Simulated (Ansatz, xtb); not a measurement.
# Relaxing a trial structure of C2OTe

The starting geometry of this gas-phase triplet was built from a drawn formula by distance geometry and a force field; its bonds are those of `[C]=C1O[Te]1`.

```xyz
4

C    -0.1722    0.0683    3.4908
C     0.8190   -0.4035    2.7384
O     2.2895   -0.7345    2.6825
Te    1.3836   -1.0243    0.9656
```

**Question.** Predict what it relaxes into with r2SCAN-D4/def2-SVP.

**Answer.** A bond breaks, giving a structure given below by its coordinates. Distances that change by over a tenth: C2–O3 (1.51 → 1.24 Å), O3–Te4 (1.96 → 2.20 Å). Contacts that open: C2–Te4 (1.96 → 2.87 Å).

The energy falls by 1.52 eV over 12 steps:

```csv
step,E − E(last) (eV)
1,1.517
2,1.026
3,0.491
5,0.294
6,0.091
7,0.009
8,0.005
10,0.000
11,0.000
12,0.000
```

Final geometry (Å):

```xyz
4

C    -0.1880    0.1254    3.6987
C     0.8990   -0.3059    3.0992
O     1.9652   -0.6877    2.5936
Te    1.6437   -1.2258    0.4858
```

From the same start GFN2-xTB reaches the same bonding as this run.

No frequencies were run, so the end isn't proven a minimum. Open shells are spin-unrestricted. The triplet needn't be the ground state. Atoms past krypton carry core potentials, without spin–orbit terms. Run with Ansatz 0.2.0, 4.3 min on 1 thread of Arm Neoverse V1, on a shared host.
